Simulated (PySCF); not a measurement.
# Levels of Be⁺ from EOM-EA-GCCSD

Reference: closed-shell Be²⁺, 1s2; one electron is added. Calculated with PySCF 2.14, two-component X2C-1e with screened spin-orbit coupling, an even-tempered Gaussian basis (18 s from 0.026 bohr⁻², ratio 2.6; 10 p from 0.034 bohr⁻², ratio 2.6; 7 d from 0.035 bohr⁻², ratio 2.8; 3 f from 3.7 bohr⁻², ratio 2.8); frozen nothing; the 30 highest virtual spinors dropped; of the others 52 kept and the rest restored at second order. No Breit or QED terms. Binding energies in eV.

```csv
level,Koopmans
2s1/2,18.127
2p1/2,14.135
2p3/2,14.133
3d3/2,6.044
3d5/2,6.044
```

Task: How does correlation move these levels?

Result: 2s1/2: second order 18.203, EOM-CCSD 18.207, NIST 18.211; 2p1/2: second order 14.237, EOM-CCSD 14.241, NIST 14.252; 2p3/2: second order 14.235, EOM-CCSD 14.240, NIST 14.252; 3d3/2: second order 6.046, EOM-CCSD 6.046, NIST 6.054; 3d5/2: second order 6.046, EOM-CCSD 6.046, NIST 6.054.

Only part of the computed levels is shown.

The screened spin-orbit operator tends to give fine-structure splittings of light species too large.

The highest levels are limited by the diffuse functions of the basis.
